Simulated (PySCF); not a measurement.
## Working out the ionisation energy of N⁺

N⁺ [He] 2s2 2p2 (3P) → N²⁺ [He] 2s2 2p1 (2P). All numbers are calculated (PySCF 2.14, scalar relativity by spin-free X2C-1e, in aug-cc-pCVTZ-DK (7s6p4d2f, 59 functions)). Frozen: 1s2. Energies in hartree (1 hartree = 27.21139 eV):

```
            part  N⁺ (lower)  N²⁺ (upper)
             UHF  -53.920058   -52.847546
CCSD correlation   -0.094651    -0.084715
             (T)   -0.001683    -0.001071
```

Q: What does Hartree-Fock give?

A: (-52.847546) − (-53.920058) = 1.072512 hartree = 29.185 eV.

Q: What do CCSD and CCSD(T) give?

A: The CCSD correlation energies differ by 0.009936 hartree = 0.270 eV and the triples by 0.000612 hartree = 0.017 eV, so CCSD gives 29.455 eV and CCSD(T) 29.472 eV.

A first-order spin-orbit estimate adds -0.003 eV to CCSD(T) (valence), giving 29.469 eV against 29.601 eV (semi-empirical (NIST evaluation); NIST Atomic Spectra Database, ionization energies).

What remains against the reference includes basis incompleteness, the frozen core and higher excitations.
